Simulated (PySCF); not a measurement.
Multinuclear NMR of C$_{6}$H$_{3}$F$_{3}$O

Cartesian coordinates in Å; atom numbers follow the order of the lines, from 1:
```xyz
13

C    -2.1175   -0.9620   -0.0718
C    -1.2701    0.0731   -0.0233
C     0.1323   -0.0908   -0.0004
C     1.3312   -0.1912    0.0207
C     2.7770   -0.3437    0.0412
F     3.1584   -1.5751   -0.3329
F     3.2886   -0.1338    1.2644
F     3.3857    0.5203   -0.7861
C    -1.7853    1.4693    0.0103
O    -2.9507    1.7505   -0.0017
H    -1.7816   -1.9842   -0.0969
H    -3.1783   -0.7708   -0.0890
H    -0.9941    2.2390    0.0478
```

How the numbers were obtained: NMR shieldings at PBE0/pcSseg-1/GIAO, coordinates at the GFN2-xTB level, in PySCF 2.14 (non-relativistic, a single conformation, isolated molecule, equivalent nuclei averaged).

Question: Predict the $^{19}$F NMR data.

Answer: 
```csv
atoms,environment,σ (ppm),δ (ppm)
F6/F7/F8,fluorine of a CF3 group,233.7,-50.2
```

Shieldings were converted by a linear fit to measured shifts: $^{19}$F (scatter 6.0 ppm rms, 7.0 ppm with the 5 outliers that the fit left out vs CFCl3, solution or neat liquid, with a term for F on sp3 carbon). Occasional misses reach two or three times the rms, and more in compound classes unlike the fitted ones.

On a 500 MHz spectrometer $^{19}$F resonates near 470.5 MHz, so 1 ppm is 470.5 Hz.

Question: Predict the $^{17}$O NMR data.

Answer: 
| atoms | environment | σ (ppm) | δ (ppm) |
| --- | --- | --- | --- |
| O10 | aldehyde oxygen | -338.0 | 574.6 |

Shieldings were converted by a linear fit to measured shifts: $^{17}$O (scatter 10.7 ppm rms, 12.2 ppm with the 3 outliers that the fit left out vs liquid water, solution or neat liquid). Occasional misses reach two or three times the rms, and more in compound classes unlike the fitted ones.

On a 500 MHz spectrometer $^{17}$O resonates near 67.8 MHz, so 1 ppm is 67.8 Hz.
